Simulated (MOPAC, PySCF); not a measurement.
[Cu(NH3)(CH3)], neutral singlet in the gas phase. 

Cartesian coordinates (Å):
```xyz
9

Cu     0.0114    -0.0046    -0.0101
N      1.4677    -0.6030    -1.2071
H      1.6939     0.0977    -1.9264
H      1.2294    -1.4703    -1.7077
H      2.3410    -0.7904    -0.6956
C     -1.3877     0.5705     1.1401
H     -1.0769     1.4356     1.7616
H     -1.7043    -0.2352     1.8341
H     -2.2857     0.8829     0.5683
```
Charge 0, multiplicity 1.

All levels are single points at this geometry (TPSS-D3(BJ)/def2-SVP); Pople sets use spherical d functions. Orbital energies aren't observables, and empty levels follow the basis.

| level | HOMO (eV) | LUMO (eV) | gap (eV) | dipole (D) | vertical IE, Delta-SCF (eV) |
|---|---|---|---|---|---|
| TPSSh-D3(BJ)/def2-TZVP in PySCF | -4.74 | -0.70 | 4.04 | 6.36 | – |
| B3LYP/6-311+G** (LANL2DZ on Cu) in PySCF | -5.23 | -1.13 | 4.10 | 6.47 | – |
| B3LYP/6-31G* (LANL2DZ on Cu) in PySCF | -5.03 | -0.60 | 4.43 | 6.28 | 7.59 |
| B3LYP/LANL2DZ in PySCF | -4.96 | -0.69 | 4.26 | 6.50 | – |
| BP86/6-31G* (LANL2DZ on Cu) in PySCF | -4.23 | -0.90 | 3.33 | 6.04 | – |
| M06-2X/6-31G* (LANL2DZ on Cu) in PySCF | -6.11 | 0.05 | 6.17 | 6.82 | – |
| HF/3-21G in PySCF | -5.72 | -0.02 | 5.69 | 8.33 | – |
| PM6 in MOPAC | -7.50 | 2.69 | 10.19 | 5.57 | – |
| PM7 in MOPAC | -7.31 | 2.62 | 9.94 | 7.78 | – |
